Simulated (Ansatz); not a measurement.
This singlet lies 1.20 eV below the relaxed triplet at the level frozen-core CCSD(T)/cc-pVTZ // PBE0-D3(BJ)/def2-TZVP (Ansatz, a first-principles code).

All values below come from PBE0-D3(BJ)/def2-TZVP (Ansatz). No frequencies were computed at this level.

Ansatz 0.2 input:
```yaml
crystal:
  periodic: [false, false, false]
  atoms:
    - { symbol: O, position_ang: [2.062363, 0.102808, 0.000263] }
    - { symbol: Si, position_ang: [0.879082, -0.896581, 0.575157] }
    - { symbol: Si, position_ang: [-1.035222, 0.120284, -0.146865] }
    - { symbol: H, position_ang: [2.996955, -0.036298, 0.12638] }
    - { symbol: H, position_ang: [-1.312173, 1.339941, -0.924986] }
    - { symbol: H, position_ang: [-1.752024, -0.935866, -0.89379] }
    - { symbol: H, position_ang: [-1.838983, 0.305713, 1.08068] }
basis:
  gaussian: { orbitals: def2-tzvp }
hamiltonian:
  xc: pbe0
  dispersion: d3bj
relax:
  max_steps: 150
```

Output:

```
Functional definition: PBE0
863 factors; their error is unknown
mean field evaluation 1: about -17854.2048 eV, gradient 5.3e1 eV
mean field evaluation 2: about -17836.3910 eV, gradient 1.1e2 eV
mean field evaluation 4: about -17859.0596 eV, gradient 3.2e0 eV
mean field evaluation 8: about -17859.0894 eV, gradient 2.2e-2 eV
mean field evaluation 16: about -17859.1605 eV, gradient 7.2e-5 eV
mean field -17859.16046521 eV, -656.3120417229 hartree, gradient 7.2e-5 eV, S^2 0.000000; 0 other end points of the search recorded, 0 dependent functions left out
reference -17859.16049487 eV, -656.3120428127 hartree; 20, 20 occupied and 109, 109 virtual orbitals, 863 factors
relax step   1: F+E_penalty+E_count = -17859.28266084 eV  Δ(F+E_penalty+E_count) = +0.000e0 eV  max|allowed force component| = 1.317e0 eV/Å  Δτ_max = 0.0000 Å  (26 SCF iters, accepted)
these checks for a lower state are left out or cut short: starts, cluster_reference, orbital_swaps, neighbouring_geometries, increment
863 factors; their error is unknown
mean field -17859.30257025 eV, -656.3172639867 hartree, gradient 9.7e-6 eV, S^2 0.000000; 0 other end points of the search recorded, 0 dependent functions left out
reference -17859.30260020 eV, -656.3172650872 hartree; 20, 20 occupied and 109, 109 virtual orbitals, 863 factors
relax step   2: F+E_penalty+E_count = -17859.42452607 eV  Δ(F+E_penalty+E_count) = -1.419e-1 eV  max|allowed force component| = 4.609e-1 eV/Å  Δτ_max = 0.1626 Å  (30 SCF iters, accepted)
these checks for a lower state are left out or cut short: starts, cluster_reference, orbital_swaps, neighbouring_geometries, increment
863 factors; their error is unknown
mean field -17859.35352862 eV, -656.3191366721 hartree, gradient 2.2e-5 eV, S^2 0.000000; 0 other end points of the search recorded, 0 dependent functions left out
reference -17859.35355839 eV, -656.3191377663 hartree; 20, 20 occupied and 109, 109 virtual orbitals, 863 factors
relax step   3: F+E_penalty+E_count = -17859.47510124 eV  Δ(F+E_penalty+E_count) = -5.058e-2 eV  max|allowed force component| = 3.142e-1 eV/Å  Δτ_max = 0.1999 Å  (30 SCF iters, accepted)
these checks for a lower state are left out or cut short: starts, cluster_reference, orbital_swaps, neighbouring_geometries, increment
863 factors; their error is unknown
mean field evaluation 32: about -17859.2833 eV, gradient 5.5e-2 eV
mean field -17859.35321048 eV, -656.3191249806 hartree, gradient 1.9e-5 eV, S^2 0.000000; 0 other end points of the search recorded, 0 dependent functions left out
reference -17859.35324022 eV, -656.3191260737 hartree; 20, 20 occupied and 109, 109 virtual orbitals, 863 factors
relax step   4: F+E_penalty+E_count = -17859.47576121 eV  Δ(F+E_penalty+E_count) = -6.600e-4 eV  max|allowed force component| = 2.452e-1 eV/Å  Δτ_max = 0.0836 Å  (28 SCF iters, accepted)
these checks for a lower state are left out or cut short: starts, cluster_reference, orbital_swaps, neighbouring_geometries, increment
863 factors; their error is unknown
mean field -17859.36090537 eV, -656.3194077629 hartree, gradient 1.4e-5 eV, S^2 0.000000; 0 other end points of the search recorded, 0 dependent functions left out
reference -17859.36093511 eV, -656.3194088558 hartree; 20, 20 occupied and 109, 109 virtual orbitals, 863 factors
relax step   5: F+E_penalty+E_count = -17859.48313664 eV  Δ(F+E_penalty+E_count) = -7.375e-3 eV  max|allowed force component| = 8.143e-2 eV/Å  Δτ_max = 0.0423 Å  (30 SCF iters, accepted)
these checks for a lower state are left out or cut short: starts, cluster_reference, orbital_swaps, neighbouring_geometries, increment
863 factors; their error is unknown
mean field -17859.36146017 eV, -656.3194281512 hartree, gradient 1.3e-5 eV, S^2 0.000000; 0 other end points of the search recorded, 0 dependent functions left out
reference -17859.36148990 eV, -656.3194292439 hartree; 20, 20 occupied and 109, 109 virtual orbitals, 863 factors
relax step   6: F+E_penalty+E_count = -17859.48318969 eV  Δ(F+E_penalty+E_count) = -5.304e-5 eV  max|allowed force component| = 1.874e-1 eV/Å  Δτ_max = 0.0848 Å  (29 SCF iters, accepted)
these checks for a lower state are left out or cut short: starts, cluster_reference, orbital_swaps, neighbouring_geometries, increment
863 factors; their error is unknown
mean field -17859.36365361 eV, -656.3195087586 hartree, gradient 1.1e-5 eV, S^2 0.000000; 0 other end points of the search recorded, 0 dependent functions left out
reference -17859.36368332 eV, -656.3195098505 hartree; 20, 20 occupied and 109, 109 virtual orbitals, 863 factors
relax step   7: F+E_penalty+E_count = -17859.48575243 eV  Δ(F+E_penalty+E_count) = -2.563e-3 eV  max|allowed force component| = 1.174e-1 eV/Å  Δτ_max = 0.0490 Å  (31 SCF iters, accepted)
these checks for a lower state are left out or cut short: starts, cluster_reference, orbital_swaps, neighbouring_geometries, increment
863 factors; their error is unknown
mean field evaluation 64: about -17859.3641 eV, gradient 1.1e-5 eV
mean field -17859.36411622 eV, -656.3195257594 hartree, gradient 1.1e-5 eV, S^2 0.000000; 0 other end points of the search recorded, 0 dependent functions left out
reference -17859.36414594 eV, -656.3195268514 hartree; 20, 20 occupied and 109, 109 virtual orbitals, 863 factors
relax step   8: F+E_penalty+E_count = -17859.48623537 eV  Δ(F+E_penalty+E_count) = -4.829e-4 eV  max|allowed force component| = 5.553e-3 eV/Å  Δτ_max = 0.0070 Å  (31 SCF iters, accepted)
863 factors; their error is unknown
mean field -17859.36411622 eV, -656.3195257594 hartree, gradient 5.0e-5 eV, S^2 0.000000; 1 other end points of the search recorded, 0 dependent functions left out
reference -17859.36414594 eV, -656.3195268514 hartree; 20, 20 occupied and 109, 109 virtual orbitals, 863 factors
Total energy: -17859.48626508 eV, -656.3240146472 hartree
Atom 0 at     1.975744     0.194759    -0.057068 Å, force     0.003387     0.003239    -0.001948 eV/Å
Atom 1 at     0.983824    -0.959812     0.609431 Å, force    -0.005553    -0.001895     0.000847 eV/Å
Atom 2 at    -1.101592     0.045570    -0.105137 Å, force     0.001974    -0.001309     0.000847 eV/Å
Atom 3 at     2.913619     0.035705     0.084586 Å, force    -0.001706     0.000209    -0.000031 eV/Å
Atom 4 at    -0.969068     1.303960    -0.891370 Å, force     0.001562     0.001030    -0.000653 eV/Å
Atom 5 at    -1.862754    -0.946326    -0.923278 Å, force     0.000094    -0.000195     0.001106 eV/Å
Atom 6 at    -1.939775     0.326144     1.099675 Å, force     0.000241    -0.001078    -0.000168 eV/Å
Dipole moment:     0.364907    -0.052278     0.048511 e Å
```

Cost: very roughly 28 core-seconds.
